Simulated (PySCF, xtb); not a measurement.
CHCl2FOSi, SMILES O=C[Si](F)(Cl)Cl.

GFN2-xTB (xtb) at its own geometry gives an orbital gap of 2.55 eV and a dipole moment of 1.00 D.

Coordinates come from a r2SCAN-D4/def2-SVP optimisation. This is a generated structure with no PubChem entry under its InChIKey; it may be hypothetical. The values are those of a single conformer.

**Question.** What does ωB97X/def2-TZVP in PySCF give? (An estimate is asked for; the answer gives what the named calculation found.)

**Answer.** gap 10.18 eV (levels -10.30 and -0.12 eV), dipole 1.37 D.
